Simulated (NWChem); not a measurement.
System: C₃H₅O₂, doublet; SMILES CCO[C]=O

NWChem input:

```
start job
memory heap 200 mb stack 900 mb global 1100 mb
geometry units angstroms
  C     -1.898942    -0.198028     0.139075
  C     -0.626293    -0.831840     0.661020
  O      0.435576     0.187301     0.813174
  C      1.096245     0.585946    -0.199110
  O      1.118869     0.333312    -1.369590
  H     -1.730856     0.226241    -0.848457
  H     -2.232257     0.590563     0.809409
  H     -2.677989    -0.952777     0.066408
  H     -0.750773    -1.238282     1.664599
  H     -0.254431    -1.599804    -0.021148
end
basis spherical
  * library def2-svp
end
dft
  odft
  mult 2
  xc xpbe96 cpbe96
  disp vdw 4
  iterations 150
end
driver
  maxiter 120
end
task dft optimize
```

NWChem printed, in part:

```
             Northwest Computational Chemistry Package (NWChem) 7.3.0
             --------------------------------------------------------

 C1  symmetry detected

                             Geometry "geometry" -> ""
                             -------------------------

 Output coordinates in angstroms (scale by  1.889725989 to convert to a.u.)

  No.       Tag          Charge          X              Y              Z
 ---- ---------------- ---------- -------------- -------------- --------------
    1 C                    6.0000    -0.69658576    -1.64835080     0.29006128
    2 C                    6.0000     0.37544924    -0.95207898    -0.52217405
    3 O                    8.0000     0.93343094     0.19346854     0.22998437
    4 C                    6.0000     0.30649332     1.30017545     0.27762153
    5 O                    8.0000    -0.71313739     1.73519783    -0.17566420
    6 H                    1.0000    -1.52438097    -0.96910782     0.48205244
    7 H                    1.0000    -0.29161908    -1.98790865     1.24033744
    8 H                    1.0000    -1.07083567    -2.50707838    -0.26163132
    9 H                    1.0000     1.23619587    -1.59529572    -0.70451613
   10 H                    1.0000    -0.02384928    -0.56841440    -1.46385627

 Effective nuclear repulsion energy (a.u.)     170.1734638239

                                Z-matrix (autoz)
                                --------

 Units are Angstrom for bonds and degrees for angles

      Type          Name      I     J     K     L     M      Value
      ----------- --------  ----- ----- ----- ----- ----- ----------
    1 Stretch                  1     2                       1.51452
    2 Stretch                  1     6                       1.08788
    3 Stretch                  1     7                       1.08735
    4 Stretch                  1     8                       1.08713
    5 Stretch                  2     3                       1.47965
    6 Stretch                  2     9                       1.08989
    7 Stretch                  2    10                       1.09243
    8 Stretch                  3     4                       1.27284
    9 Stretch                  4     5                       1.19765
   10 Bend                     1     2     3               110.50154
   11 Bend                     1     2     9               112.17426
   12 Bend                     1     2    10               111.40923
   13 Bend                     2     1     6               110.25601
   14 Bend                     2     1     7               110.40377
   15 Bend                     2     1     8               109.55198
   16 Bend                     2     3     4               120.42660
   17 Bend                     3     2     9               104.13067
   18 Bend                     3     2    10               107.70543
   19 Bend                     3     4     5               136.13668
   20 Bend                     6     1     7               108.91359
   21 Bend                     6     1     8               108.71160
   22 Bend                     7     1     8               108.96839
   23 Bend                     9     2    10               110.59245
   24 Torsion                  1     2     3     4         -79.55946
   25 Torsion                  2     3     4     5          -1.23469
   26 Torsion                  3     2     1     6          62.37813
   27 Torsion                  3     2     1     7         -58.01368
   28 Torsion                  3     2     1     8        -178.02217
   29 Torsion                  4     3     2     9         159.79981
   30 Torsion                  4     3     2    10          42.34186
   31 Torsion                  6     1     2     9         178.09061
   32 Torsion                  6     1     2    10         -57.31526
   33 Torsion                  7     1     2     9          57.69880
   34 Torsion                  7     1     2    10        -177.70708
   35 Torsion                  8     1     2     9         -62.30969
   36 Torsion                  8     1     2    10          62.28443

  pbe96 is a nonlocal functional; adding pw91lda local functional.

                           NWChem Geometry Optimization
                           ----------------------------

 maximum gradient threshold         (gmax) =   0.000450
 rms gradient threshold             (grms) =   0.000300
 maximum cartesian step threshold   (xmax) =   0.001800
 rms cartesian step threshold       (xrms) =   0.001200
 fixed trust radius                (trust) =   0.300000
 source of zmatrix                         =   autoz

          -------------------
          Energy Minimization
          -------------------

 Using diagonal initial Hessian
 Scaling for Hessian diagonals: bonds = 1.00  angles = 0.25  torsions = 0.10

          --------
          Step   0

[...]

      ----------------------
      Optimization converged
      ----------------------

  Step       Energy      Delta E   Gmax     Grms     Xrms     Xmax
  ---- ---------------- -------- -------- -------- -------- --------
@   12    -267.21653083 -9.0D-08  0.00003  0.00001  0.00031  0.00076
                                     ok       ok       ok       ok

                                Z-matrix (autoz)
                                --------

 Units are Angstrom for bonds and degrees for angles

      Type          Name      I     J     K     L     M      Value     Gradient
      ----------- --------  ----- ----- ----- ----- ----- ---------- ----------
    1 Stretch                  1     2                       1.51477   -0.00002
    2 Stretch                  1     6                       1.10752   -0.00001
    3 Stretch                  1     7                       1.10775   -0.00001
    4 Stretch                  1     8                       1.10922   -0.00001
    5 Stretch                  2     3                       1.47944   -0.00002
    6 Stretch                  2     9                       1.10623   -0.00001
    7 Stretch                  2    10                       1.10911   -0.00001
    8 Stretch                  3     4                       1.31784   -0.00003
    9 Stretch                  4     5                       1.20186    0.00003
   10 Bend                     1     2     3               111.16896    0.00000
   11 Bend                     1     2     9               112.39813    0.00000
   12 Bend                     1     2    10               111.90525   -0.00001
   13 Bend                     2     1     6               110.94948    0.00000
   14 Bend                     2     1     7               111.13802    0.00000
   15 Bend                     2     1     8               109.72262    0.00001
   16 Bend                     2     3     4               116.68059    0.00002
   17 Bend                     3     2     9               103.84601    0.00000
   18 Bend                     3     2    10               107.62522   -0.00000
   19 Bend                     3     4     5               130.88267   -0.00001
   20 Bend                     6     1     7               108.89394   -0.00001
   21 Bend                     6     1     8               107.87018   -0.00000
   22 Bend                     7     1     8               108.16644   -0.00000
   23 Bend                     9     2    10               109.49912    0.00000
   24 Torsion                  1     2     3     4         -81.74599   -0.00000
   25 Torsion                  2     3     4     5          -0.81790    0.00001
   26 Torsion                  3     2     1     6          64.59554   -0.00001
   27 Torsion                  3     2     1     7         -56.72157   -0.00000
   28 Torsion                  3     2     1     8        -176.30611   -0.00000
   29 Torsion                  4     3     2     9         157.17027   -0.00001
   30 Torsion                  4     3     2    10          41.12887   -0.00001
   31 Torsion                  6     1     2     9        -179.48101   -0.00000
   32 Torsion                  6     1     2    10         -55.78113   -0.00001
   33 Torsion                  7     1     2     9          59.20187    0.00000
   34 Torsion                  7     1     2    10        -177.09825    0.00000
   35 Torsion                  8     1     2     9         -60.38266   -0.00000
   36 Torsion                  8     1     2    10          63.31722   -0.00000

                         Geometry "geometry" -> "geometry"
                         ---------------------------------

 Output coordinates in angstroms (scale by  1.889725989 to convert to a.u.)

  No.       Tag          Charge          X              Y              Z
 ---- ---------------- ---------- -------------- -------------- --------------
    1 C                    6.0000    -0.69588677    -1.63732384     0.29782595
    2 C                    6.0000     0.37437709    -0.92909540    -0.50683920
    3 O                    8.0000     0.97663513     0.18020975     0.26483546
    4 C                    6.0000     0.31358540     1.31899806     0.27973238
    5 O                    8.0000    -0.71944319     1.63473454    -0.24718346
    6 H                    1.0000    -1.54677964    -0.96012525     0.50755825
    7 H                    1.0000    -0.29091959    -2.01256700     1.25819311
    8 H                    1.0000    -1.08380876    -2.50368885    -0.27601185
    9 H                    1.0000     1.23281301    -1.58742478    -0.73798860
   10 H                    1.0000    -0.02941146    -0.50311016    -1.44790698

 Effective nuclear repulsion energy (a.u.)     169.7567416334

                Final and change from initial internal coordinates
                --------------------------------------------------

                                Z-matrix (autoz)
                                --------

 Units are Angstrom for bonds and degrees for angles

[...]
```

Level: PBE-D3(BJ)/def2-SVP, spin-unrestricted. Not confirmed as a minimum by frequencies.
